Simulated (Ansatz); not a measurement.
Consider the atomization: `C#C[CH](F)[SnH3]` → 3 C• + F• + 5 H• + Sn•.

Gas-phase electronic energies from Ansatz, PBE0-D4/def2-TZVP geometries. CCSD(T)/CBS is the MP2 limit (def2-TZVPP, def2-QZVPP) plus CCSD(T) − MP2 in def2-TZVPP, frozen cores. This one scheme is used for every species, atoms too. DFT in def2-TZVPP. Open shells (•) are unrestricted, without spin–orbit coupling. Spin–orbit coupling would lower the free atoms: a little for C, F; strongly for Sn. Elements past krypton have def2 core potentials. Bonds to Sn are less sure, by a few kJ/mol each and by 10 to 20 or more in all where they break to atoms, as the def2 sets lack core-valence functions.

**Question.** What is ΔE at CCSD(T)/CBS? (Best estimate.)

**Answer.** Computed: +36.81 eV.

**Question.** What do these levels give: r2SCAN-D4, PBE0-D4, ωB97X-V, PBE0, HF/def2-TZVPP, MP2/def2-TZVPP, SCS-MP2/def2-TZVPP, CCSD/def2-TZVPP, HF/def2-QZVPP, MP2/def2-QZVPP, MP2/CBS(def2), CCSD/CBS(def2)? (An estimate is asked.)

**Answer.** Ansatz gave: r2SCAN-D4 36.79, PBE0-D4 36.82, ωB97X-V 36.83, PBE0 36.64, HF/def2-TZVPP 25.83, MP2/def2-TZVPP 36.46, SCS-MP2/def2-TZVPP 36.15, CCSD/def2-TZVPP 35.15, HF/def2-QZVPP 25.88, MP2/def2-QZVPP 37.02, MP2/CBS(def2) 37.41, CCSD/CBS(def2) 36.10 eV.

Largest T1 diagnostic among the species: 0.013.

The D4 term adds +0.34 eV with B3LYP and +0.18 eV with PBE0; it sums over pairs of atoms, weighted by their polarisabilities, and B3LYP, whose exchange is more repulsive, gets the larger term. In def2-TZVPP, CCSD(T) changes the Hartree–Fock value by +10.03 eV (the triples alone add +0.71 eV) and MP2 by +10.63 eV; breaking electron pairs costs correlation energy, which Hartree–Fock lacks.

B3LYP here is the variant with VWN-RPA as its local correlation; programs differ in this.

For atomizations the MP2-based limit and the directly extrapolated one differ by several kJ/mol either way, and by 10 to 25 for some Ge, Se and Sn compounds, so smaller differences from it don't rank the levels.
